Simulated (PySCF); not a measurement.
Some computed properties have been withheld. Give your best values.

Species: C₄H₁₇NOSi₄.
Numbering: `[SiH3:1][O:2][SiH2:3][N:4]([SiH3:5])[SiH2:6][CH:7]1[CH2:8][CH2:9][CH2:10]1` (hydrogens: H11, H12, H13 on Si1; H14, H15 on Si3; H16, H17, H18 on Si5; H19, H20 on Si6; H21 on C7; H22, H23 on C8; H24, H25 on C9; H26, H27 on C10)

Conformer (atom-mapped SMILES and torsion angles): `[SiH3:1][O:2][SiH2:3][N:4]([SiH3:5])[SiH2:6][CH:7]1[CH2:8][CH2:9][CH2:10]1`: Si1–O2–Si3–N4 38°, O2–Si3–N4–Si5 -111°, Si3–N4–Si6–C7 16°, N4–Si6–C7–C8 174°.

```csv
property,level,value
point group,PBE0-D3(BJ)/def2-SVP,?
"rotational constants A, B, C",PBE0-D3(BJ)/def2-SVP,?
dipole moment,KT2/pcSseg-1,?
HOMO energy,KT2/pcSseg-1,?
LUMO energy,KT2/pcSseg-1,?
13C chemical shifts (computed TMS as zero) by class,GIAO KT2/pcSseg-1,"27.1 (C8/C10), 25.0 (C9), 22.3 (C7) ppm"
1H chemical shifts (computed TMS as zero) by class,GIAO KT2/pcSseg-1,?
"isotropic shieldings of nuclei other than C and H, by class",GIAO KT2/pcSseg-1,"238 (N4), 275 (O2), 381 (Si6), 388 (Si3), 396 (Si1), 409 (Si5) ppm"
```

The electronic properties come from PySCF, for the isolated species, density fitting. Geometry: PBE0-D3(BJ)/def2-SVP, one conformer, isolated molecule. NMR classes are plain means over equivalent atoms (diastereotopic ones count apart unless rotation or inversion swaps them), as if these changed places fast; in this geometry the members of some classes differ.

Task: What is the LUMO energy?

Result: -1.00 eV.

Task: The dipole moment?

Result: 0.71 D.

Task: What are the 1H chemical shifts (computed TMS as zero) by class?

Result: 5.16 (H11/H12/H13), 5.01 (H14/H15), 4.98 (H19/H20), 4.89 (H16/H17/H18), 2.62 (H23/H27), 2.31 (H24), 2.28 (H21), 1.98 (H25), 1.87 (H22/H26) ppm.

Task: What is the point group?

Result: C1.

Task: The HOMO energy?

Result: -6.41 eV.

Task: What are the rotational constants A, B, C?

Result: 0.869, 0.485, 0.384 GHz.

The dipole matches unit charges of opposite sign 0.15 Å apart (1 e·Å = 4.8032 D). The rotational constants make it an asymmetric top with κ = (2B − A − C)/(A − C) = -0.58, nearer the prolate limit (−1). A dipole of 0.71 D is allowed in C1, and pure rotational transitions are dipole-allowed. With B = h/(8π²I), that is 505.379 GHz u Å² over I, the principal moments of inertia are 581.8, 1042.4 and 1317.2 u Å² (most abundant isotopes); the inertial defect Ic − Ia − Ib is -307.0 u Å² (zero for a rigid planar frame, negative otherwise).
